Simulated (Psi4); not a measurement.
C$_{6}$H$_{10}$, singlet, at a GFN2-xTB geometry; Psi4 with CAM-B3LYP/6-31G.

The Psi4 input:
```
memory 2 GB

molecule {
0 1
C     2.40295742    0.32953249   -0.97215210
C     1.54786172   -0.34023754   -0.47021419
C     0.50532899   -1.13185577    0.15007078
C    -0.33036438   -0.30209496    1.13265285
C    -1.03706772    0.88287119    0.47440757
C    -2.13001906    0.46331188   -0.50209590
H     3.15643544    0.90778104   -1.41709618
H     0.97043486   -1.96595002    0.68465991
H    -0.13530788   -1.54953173   -0.63080523
H     0.32813059    0.07414839    1.91943446
H    -1.07265673   -0.95462887    1.59927621
H    -1.48219972    1.49875564    1.25973078
H    -0.29635739    1.49214315   -0.04794750
H    -1.71073296   -0.05656484   -1.35985070
H    -2.66185238    1.33818495   -0.86908052
H    -2.84807557   -0.19350133   -0.01433515
}

set {
  basis 6-31g
}

energy('cam-b3lyp')
print_variables()
```

What the program printed (banner, timings and long lists left out):

```
   => Loading Basis Set <=

    Name: 6-31G
    Role: ORBITAL
    Keyword: BASIS

         ---------------------------------------------------------
                                   SCF
               by Justin Turney, Rob Parrish, Andy Simmonett
                          and Daniel G. A. Smith
                              RKS Reference
         ---------------------------------------------------------

  ==> Geometry <==

    Molecular point group: c1
    Full point group: C1

    Geometry (in Angstrom), charge = 0, multiplicity = 1:

       Center              X                  Y                   Z               Mass
    ------------   -----------------  -----------------  -----------------  -----------------
         C            2.333424128658     0.336674611378    -0.958565180587    12.000000000000
         C            1.478328428658    -0.333095418622    -0.456627270587    12.000000000000
         C            0.435795698658    -1.124713648622     0.163657699413    12.000000000000
         C           -0.399897671342    -0.294952838622     1.146239769413    12.000000000000
         C           -1.106601011342     0.890013311378     0.487994489413    12.000000000000
         C           -2.199552351342     0.470454001378    -0.488508980587    12.000000000000
         H            3.086902148658     0.914923161378    -1.403509260587     1.007825032230
         H            0.900901568658    -1.958807898622     0.698246829413     1.007825032230
         H           -0.204841171342    -1.542389608622    -0.617218310587     1.007825032230
         H            0.258597298658     0.081290511378     1.933021379413     1.007825032230
         H           -1.142190021342    -0.947486748622     1.612863129413     1.007825032230
         H           -1.551733011342     1.505897761378     1.273317699413     1.007825032230
         H           -0.365890681342     1.499285271378    -0.034360580587     1.007825032230
         H           -1.780266251342    -0.049422718622    -1.346263780587     1.007825032230
         H           -2.731385671342     1.345327071378    -0.855493600587     1.007825032230
         H           -2.917608861342    -0.186359208622    -0.000748230587     1.007825032230

  Running in c1 symmetry.

  Rotational constants: A =      0.20450  B =      0.06985  C =      0.06261 [cm^-1]
  Rotational constants: A =   6130.88684  B =   2094.02313  C =   1877.07386 [MHz]
  Nuclear repulsion =  219.854543487961308

  Charge       = 0
[...]
   @DF-RKS iter   3:  -234.38227419717700   -1.66750e-01   7.33329e-04 ADIIS/DIIS
   @DF-RKS iter   4:  -234.38343308377114   -1.15889e-03   4.26248e-04 ADIIS/DIIS
   @DF-RKS iter   5:  -234.38388267410400   -4.49590e-04   1.42906e-04 ADIIS/DIIS
   @DF-RKS iter   6:  -234.38394025779786   -5.75837e-05   1.23308e-05 DIIS
   @DF-RKS iter   7:  -234.38394079652446   -5.38727e-07   4.54302e-06 DIIS
   @DF-RKS iter   8:  -234.38394085662995   -6.01055e-08   9.69643e-07 DIIS
  Energy and wave function converged.

  ==> Post-Iterations <==

   Electrons on quadrature grid:
      Ntotal   =   45.9999527223 ; deviation = -4.728e-05

    Orbital Energies [Eh]
    ---------------------

    Doubly Occupied:

[...]
    Virtual:

[...]
    Final Occupation by Irrep:
              A
    DOCC [    23 ]
    NA   [    23 ]
    NB   [    23 ]

  @DF-RKS Final Energy:  -234.38394085662995

   => Energetics <=

    Nuclear Repulsion Energy =            219.8545434879613083
    One-Electron Energy =                -749.2201811840777737
    Two-Electron Energy =                 320.9810573733745400
    DFT Exchange-Correlation Energy =     -25.9993605338880727
    Empirical Dispersion Energy =           0.0000000000000000
    VV10 Nonlocal Energy =                  0.0000000000000000
    Total Energy =                       -234.3839408566299767

Computation Completed

Properties will be evaluated at   0.000000,   0.000000,   0.000000 [a0]

Properties computed using the SCF density matrix

 Multipole Moments:

 ------------------------------------------------------------------------------------
     Multipole            Electronic (a.u.)      Nuclear  (a.u.)        Total (a.u.)
 ------------------------------------------------------------------------------------

 L = 1.  Multiply by 2.5417464519 to convert [e a0] to [Debye]
 Dipole X            :          5.8638909           -6.0443482           -0.1804573
 Dipole Y            :         -0.6993345            0.6208463           -0.0784882
 Dipole Z            :         -1.0613408            1.1810759            0.1197350
 Magnitude           :                                                    0.2303513

 ------------------------------------------------------------------------------------

  Variable Map:
  ----------------------------------------------------------------------------
[...]
  Array Variable Map:
  ----------------------------------------------------------------------------
[...]
[...]
```
